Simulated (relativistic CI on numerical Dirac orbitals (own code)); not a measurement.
**Slater and spin-orbit integrals, Re XXXVII**

These numbers are calculated, not measured: Dirac-Coulomb-Breit CI, KLI orbitals optimised for each configuration, QED by a radiative potential, unscaled Slater integrals (own radial code, finite nucleus).

Slater integrals F^k, G^k are unscaled and averaged over j, outside the closed core [Ar] 3d10; ζ comes from projecting the Hamiltonian with its Breit term on Σ l·s of the shell.

- 4s²4p⁶4d³: F^2(4d,4d) = 241430, F^4(4d,4d) = 164480, ζ(4d) = 63819 cm⁻¹; <r>(4d) = 0.4156, <r^2>(4d) = 0.1974 (bohr units).
- 4s²4p⁶4d²4f: F^2(4d,4d) = 241270, F^4(4d,4d) = 164370, ζ(4d) = 63751, F^2(4d,4f) = 243040, F^4(4d,4f) = 158290, G^1(4d,4f) = 247050, G^3(4d,4f) = 171640, G^5(4d,4f) = 126540, ζ(4f) = 11126 cm⁻¹; <r>(4d) = 0.4159, <r^2>(4d) = 0.1977, <r>(4f) = 0.3896, <r^2>(4f) = 0.1718 (bohr units).
- 4s²4p⁵4d⁴: ζ(4p) = 512210, F^2(4d,4d) = 241370, F^4(4d,4d) = 164440, F^2(4p,4d) = 242360, G^1(4p,4d) = 300520, G^3(4p,4d) = 192620, ζ(4d) = 63571 cm⁻¹; <r>(4p) = 0.4142, <r^2>(4p) = 0.1943, <r>(4d) = 0.4157, <r^2>(4d) = 0.1975 (bohr units).

Problem. Give the Racah parameters of the d shell in 4s²4p⁶4d³.

Solution. B = F²/49 − 5F⁴/441 = 3062 cm⁻¹ and C = 35F⁴/441 = 13054 cm⁻¹.

Averages of the first 10 configurations, taken without configuration mixing, which lowers the lowest level and can move excited configurations by several eV; other configurations of the list can lie among them:

```json
{"Configuration": "4s²4p⁶4d³", "Parity": "even", "States": "120", "Average energy above the lowest level (eV)": "38.8"}
{"Configuration": "4s²4p⁶4d²4f", "Parity": "odd", "States": "630", "Average energy above the lowest level (eV)": "248.9"}
{"Configuration": "4s²4p⁵4d⁴", "Parity": "odd", "States": "1260", "Average energy above the lowest level (eV)": "251.8"}
{"Configuration": "4s4p⁶4d⁴", "Parity": "even", "States": "420", "Average energy above the lowest level (eV)": "429.5"}
{"Configuration": "4s4p⁶4d³4f", "Parity": "odd", "States": "3360", "Average energy above the lowest level (eV)": "637.4"}
{"Configuration": "4s²4p⁶4d²5s", "Parity": "even", "States": "90", "Average energy above the lowest level (eV)": "521.7"}
{"Configuration": "4s²4p⁶4d4f5s", "Parity": "odd", "States": "280", "Average energy above the lowest level (eV)": "731.5"}
{"Configuration": "4s²4p⁶4d²5p", "Parity": "odd", "States": "270", "Average energy above the lowest level (eV)": "596.3"}
{"Configuration": "4s²4p⁶4d²5d", "Parity": "even", "States": "450", "Average energy above the lowest level (eV)": "692.0"}
{"Configuration": "4s²4p⁵4d³5s", "Parity": "odd", "States": "1440", "Average energy above the lowest level (eV)": "733.0"}
```
